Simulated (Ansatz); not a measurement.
`Br[SiH2]C1=CN1` + H₂ → `[SiH3]C1=CN1` + HBr  (hydrogenolysis of the Si–Br bond)

Computed with Ansatz on PBE0-D4/def2-TZVP structures; ΔE is electronic, products minus reactants. CCSD(T)/CBS is the MP2 limit (def2-TZVPP, def2-QZVPP) plus CCSD(T) − MP2 in def2-TZVPP, frozen cores. This one scheme is used for every species. Functionals use def2-TZVPP. B3LYP here is the variant with VWN-RPA as its local correlation; programs differ in this. For Br outer-core shells are correlated without core-valence functions, which leaves a few kJ/mol of doubt a bond. Scalar relativity is left out up to krypton. One conformer a species, not always the lowest.

Task: Is it downhill or uphill in electronic energy at CCSD(T)/CBS, and by how much? (An estimate is asked.)

Result: The calculation gave: Uphill: ΔE = +76.6 kJ/mol.

Task: What do these levels give: PBE-D4, B3LYP-D4, revPBE, r2SCANh, SCS-MP2/def2-QZVPP, HF/CBS(def2)? (Estimate.)

Result: Computed: PBE-D4 75.3, B3LYP-D4 72.6, revPBE 68.7, r2SCANh 76.6, SCS-MP2/def2-QZVPP 77.4, HF/CBS(def2) 59.5 kJ/mol.

Largest T1 diagnostic among the species: 0.012.

At CCSD(T), def2-SVP lies −23.4 kJ/mol from the extrapolated value and def2-TZVPP −7.5 kJ/mol. In def2-TZVPP, CCSD(T) changes the Hartree–Fock value by +9.3 kJ/mol (the triples alone add +3.6 kJ/mol) and MP2 by +21.4 kJ/mol.
